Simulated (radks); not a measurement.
The numbers below are computed, except where a source is named.
All-electron atom: Zn2+ in [Ar] 3d8 4p2 (not the ground configuration). Level of theory: Dirac Kohn-Sham, PBE, spin-unpolarised, spherical densities, finite nucleus; open shells are shared between the two j in proportion to 2j + 1; Fermi nuclear charge, rms radius 3.9283 fm (a radial shooting solver on a logarithmic mesh with Libxc functionals).

Radial electron density D(r) = 4 pi r^2 rho(r):

r (bohr)  D(r) (e/bohr)
0.002506          1.442
0.002871          1.840
0.00329           2.339
0.003769          2.964
0.004283          3.689
0.004907          4.634
0.005622          5.788
0.006441          7.186
0.007321          8.751
0.008388          10.70
0.009609          12.97
0.01101           15.56
0.01251           18.26
0.01434           21.36
0.01642           24.60
0.01882           27.84
0.02139           30.72
0.0245            33.38
0.02807           35.40
0.03216           36.56
0.03685           36.73
0.04188           35.97
0.04798           34.37
0.05497           32.36
0.06298           30.50
0.07157           29.49
0.082             29.71
0.09395           31.51
0.1076            34.63
0.1223            38.05
0.1402            41.02
0.1606            42.09
0.184             40.41
0.2091            36.36
0.2395            30.42
0.2744            24.51
0.3144            20.41
0.3574            19.10
0.4094            20.19
0.4691            22.44
0.5374            24.05
0.6157            23.69
0.6998            21.28
0.8017            17.15
0.9185            12.50
1.052             8.355
1.196             5.411
1.37              3.379
1.57              2.243
1.799             1.662
2.044             1.353
2.342             1.090
2.683            0.8166
3.074            0.5417
3.494            0.3210
4.003            0.1561
4.586           0.06246
5.254           0.01990
5.971          0.005340
6.841         0.0009938
7.838         0.0001335

D(r) has 3 maxima, at r = 0.0351, 0.159, 0.564 bohr, and minima at 0.0751, 0.357 bohr, inside which lie 2.10, 10.85 electrons.
